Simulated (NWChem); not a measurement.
# 1,2,4-triazole (C₂H₃N₃); SMILES c1n[nH]cn1

```xyz
8

C      1.1090     0.1062     0.0000
N      0.2786     1.1775     0.0000
C     -0.9117     0.6217     0.0000
N     -0.7836    -0.7193     0.0000
N      0.5050    -1.0670     0.0000
H      2.1954     0.1901     0.0000
H     -1.8740     1.1335     0.0000
H     -1.5049    -1.4305     0.0000
```
Atoms are numbered in this order, from 1.

The geometry was optimised at PBE0/def2-SVP.

Symmetry labels are those of Cs in the frame above (b1 and b2, or b-type labels, depend on it).

Problem. List the 4 lowest vertical singlet excitations from B3LYP/6-31G* (spherical d), TDA (NWChem).

Solution. 
```tsv
state	energy (eV)	oscillator strength	symmetry	leading excitation (squared amplitude)
S1	6.36	0.009	a"	HOMO−1 → LUMO (1.00)
S2	7.49	0.043	a'	HOMO → LUMO (0.37)
S3	7.60	0.004	a"	HOMO−1 → LUMO+1 (0.99)
S4	7.82	0.004	a"	HOMO−3 → LUMO (0.98)
```
